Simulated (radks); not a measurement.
The table gives one normalised radial function P(r) = r R(r) (large component) of Pd8+ in [Ar] 3d10 4s1.5 4p6 4d2.5 (r in bohr). All-electron calculation, Dirac Kohn-Sham, B86b exchange with PBE correlation, spin-unpolarised, spherical densities, finite nucleus; open shells fill j = l - 1/2 first; Fermi nuclear charge, rms radius 4.5318 fm. Program: a radial shooting solver on a logarithmic mesh with Libxc functionals.

r,P
0.003701,0.0112
0.005566,0.0210
0.00837,0.0398
0.01259,0.0747
0.01893,0.1358
0.02846,0.2311
0.0428,0.3500
0.06437,0.4302
0.0968,0.3353
0.1456,-0.0533
0.2189,-0.5540
0.3292,-0.5589
0.495,0.2636
0.7444,1.1129
1.119,0.9898
1.684,0.3385
2.532,0.0368
3.807,0.0008
5.725,0.0000

Which n and l does it have? It may be an empty orbital.

Answer. n = 4, l = 1: the number of nodes gives n - l - 1 = 2, the rise at small r points to l (for j = l - 1/2 the large component starts outside the nucleus as r^gamma with gamma = sqrt(l^2 - (Z/c)^2) = 0.94 and the r^(l+1) term takes over further out; the orbital of l - 1 with the same j starts with the same power, but with a larger coefficient, and does not steepen), and the extent must fit the shell. The curve is that of 4p1/2; the two j differ most near the nucleus, where j = l - 1/2 has the larger amplitude, and in heavy atoms j = l - 1/2 is also the more compact. 4p1/2: eigenvalue -189.74 eV, 2 radial nodes at r = 0.139, 0.446 bohr, <r> = 0.945 bohr, 90 % of the charge inside 1.37 bohr.
